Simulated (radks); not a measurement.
Results of a calculation; reference values are marked as such.
All-electron atom: Pr XXIII in [Kr] 4d1. Level of theory: Dirac Kohn-Sham, PBE, spin-unpolarised, spherical densities, finite nucleus; open shells fill j = l - 1/2 first; Fermi nuclear charge, rms radius 4.8919 fm (a radial shooting solver on a logarithmic mesh with Libxc functionals).

Normalised radial functions P(r) = r R(r) (large component), r in bohr:

```
   r/bohr * 3p3/2, o 3d3/2, + 4d3/2 (the largest magnitude, 2.12, reaches the edge; | marks zero, & curves that meet)
 0.002911                             &
 0.003731                             &
 0.004743                             &*
 0.006078                             &*
 0.007788                             & *
 0.009981                             & *
  0.01269                             &  *
  0.01626                             &    *
  0.02083                             +o     *
   0.0267                             |&        *
  0.03394                             |+o         *
  0.04349                             | + o          *
  0.05574                             |  +  o         *
  0.07142                             |    +    o   *
   0.0908                             |       &     o
   0.1164                            *|         +         o
   0.1491                *            |          +            o
   0.1911      *                      |         +               o
   0.2448  *                          |    +                   o
   0.3113     *                    +  |                   o
   0.3989             *   +           |            o
   0.5111           +          *      |     o
    0.655           +               * | o
   0.8327                 +           *o
    1.067                       +     &
    1.367                           + &
    1.752                             &
```

3p3/2: eigenvalue -1808.9 eV, 1 radial node at r = 0.113 bohr, <r> = 0.271 bohr, 90 % of the charge inside 0.406 bohr. 3d3/2: eigenvalue -1540.3 eV, 0 radial nodes, <r> = 0.242 bohr, 90 % of the charge inside 0.378 bohr. 4d3/2: eigenvalue -646.20 eV, 1 radial node at r = 0.289 bohr, <r> = 0.608 bohr, 90 % of the charge inside 0.888 bohr.
